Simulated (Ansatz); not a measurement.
C2H6BFO can be A, `COCBF`, or B, `CCOBF`.

Program: Ansatz. Geometries: PBE0-D4/def2-TZVP. ΔE: electronic, gas phase. CCSD(T)/CBS adds triple-zeta CCSD(T) − MP2 to the extrapolated MP2 energy (def2 sets, frozen cores). Functionals use def2-TZVPP. B3LYP here is the variant with VWN-RPA as its local correlation; programs differ in this. Each species was taken in one conformer, which may not be the lowest.

(1) Which is lower in electronic energy at CCSD(T)/CBS, and by how much? (Best estimate.)

(2) Give E(B) − E(A) in kJ/mol with CCSD/def2-TZVPP, CCSD(T)/def2-TZVPP, PBE-D4, B2PLYP, B3LYP-D4, HF/def2-TZVPP, ωB97M-V. (Estimate.)

Largest T1 diagnostic: 0.012.

## Answers

(1) Computed: B, by 210.9 kJ/mol.

(2) Computed: CCSD/def2-TZVPP -210.1, CCSD(T)/def2-TZVPP -209.9, PBE-D4 -201.4, B2PLYP -210.7, B3LYP-D4 -206.5, HF/def2-TZVPP -211.7, ωB97M-V -207.0. None reverses the order clearly.

From PBE to PBE0 (25 % exact exchange), in def2-TZVPP and without D4, E(B) − E(A) moves by −3.8 kJ/mol.
